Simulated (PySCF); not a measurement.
## Mayer bond orders and bond lengths

Compound: C2H15PSi4.
Numbering: `[CH3:1][SiH2:2][Si@@:3]([SiH3:4])([PH2:5])[CH2:6][SiH3:7]` (hydrogens: H8, H9, H10 on C1; H11, H12 on Si2; H13, H14, H15 on Si4; H16, H17 on P5; H18, H19 on C6; H20, H21, H22 on Si7)

Cartesian coordinates in Å at the GFN2-xTB level; atoms count from 1:
```
atom  x, y, z in Å
C1    -3.265   -0.681   -0.198
Si2   -1.845    0.009   -1.259
Si3    0.145   -0.084    0.014
Si4   -0.033    0.575    2.257
P5     1.007   -2.188    0.037
C6     1.467    0.980   -0.898
Si7    3.252    0.891   -0.248
H8    -3.073   -1.710    0.093
H9    -3.392   -0.102    0.712
H10   -4.210   -0.665   -0.732
H11   -1.814   -0.766   -2.512
H12   -2.195    1.382   -1.653
H13   -0.405    1.991    2.330
H14    1.166    0.406    3.079
H15   -1.104   -0.160    2.941
H16   -0.187   -2.769    0.424
H17    0.747   -2.439   -1.299
H18    1.132    2.018   -0.874
H19    1.475    0.694   -1.951
H20    3.731   -0.490   -0.303
H21    3.285    1.394    1.128
H22    4.107    1.735   -1.089
```

Bond orders from the PBE0/pcSseg-1 density (PySCF). Isolated species at its GFN2-xTB geometry (one conformer only).

Where do the orders between heavy atoms depart from those drawn in the SMILES?

The largest departure is 0.133, at Si2–Si3 (drawn single, 0.867). Drawn single, order below 0.88: Si2–Si3 (0.867) and Si3–Si4 (0.879).

Set the Mayer orders of the bonds between heavy atoms beside their lengths.

```csv
bond,drawn as,length (Å),Mayer order
C1–Si2,single,1.902,0.950
Si2–Si3,single,2.363,0.867
Si3–Si4,single,2.345,0.879
Si3–P5,single,2.275,1.019
Si3–C6,single,1.926,0.894
C6–Si7,single,1.902,0.909
```

By pair of heavy elements: C–Si: lowest Si3–C6 (0.894, 1.926 Å), highest C1–Si2 (0.950, 1.902 Å). Si–Si: all 2 within 0.02 of one another (0.867 to 0.879).

And the bonds to hydrogen?

C–H: 0.93 to 0.96 (5 bonds); H–Si: 0.93 to 0.95 (8 bonds); H–P: 0.92 to 0.93 (2 bonds).

Sum the orders of all bonds at each heavy atom with more than one neighbour and set the sums beside the valence in the SMILES.

C1 3.821 (drawn 4), Si2 3.684 (drawn 4), Si3 3.659 (drawn 4), Si4 3.678 (drawn 4), P5 2.869 (drawn 3), C6 3.670 (drawn 4), Si7 3.746 (drawn 4). Orders between atoms that aren't bonded are not in these sums.

Mayer orders depend on the basis set.
